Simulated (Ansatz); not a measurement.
# Energy profile

The step: Si₂NH₇O ([NH2][SiH]([OH])[SiH3]) → Si₂H₄O ([O][SiH][SiH3]) + NH₃ (still joined by a long Si–N bond); bonds formed: N2–H4; bonds broken: O3–H4; bonds weakened to dative contacts: Si1–N2 (atoms numbered as in the saddle structure below).

```
11
angstrom
Si -0.7063 0.3734 -0.3187
N 0.6897 1.5345 0.1494
O -0.4899 0.8892 -1.8011
H 0.4487 1.6032 -1.0347
H -1.8785 0.8437 0.4801
Si -0.1374 -1.8289 0.2637
H 1.6048 1.1672 0.3791
H 0.4939 2.3595 0.7035
H 1.2377 -2.1425 -0.2149
H -1.0923 -2.7896 -0.3494
H -0.1704 -2.0096 1.7429
```

Electronic energies by CCSD(T) at an estimated basis limit (MP2 extrapolated from triple and quadruple zeta, plus CCSD(T) − MP2 in triple zeta), on PBE0-D4/def2-TZVP structures; Si₂NH₇O, singlet; no counterpoise correction. Program: Ansatz 0.2.0. Basis: def2-TZVPP and def2-QZVPP. Cores are frozen in the correlated methods. Extrapolation: Hartree–Fock as exp(−7.88 √X), correlation as X^−2.97.

(1) Give the profile in kJ/mol, counted from the start structure. (Judge from chemistry; the value comes from the calculation.)

T1 diagnostic: at most 0.021.

## Answers

(1) Computed:
| point | kJ/mol |
| --- | --- |
| start structure | 0.0 |
| saddle | 173.4 |
| end structure | 127.7 |
| separated: Si₂H₄O (linked as [O][SiH][SiH3]; Si1, O3, H5, Si6, H9, H10, H11; singlet) + NH₃ (N2, H4, H7, H8; singlet) | 242.1 |

For scale, one of the runs: CCSD(T)/def2-TZVPP, 244 basis functions, launched by `ansatz run in.yaml --threads 4 --pin off --events-out ev --progress --plain --max-ram 9574MiB`. Time: 100 s of wall clock on 4 CPU threads of an Arm Neoverse V1; the host was shared. Peak host memory: 4.6 GiB.
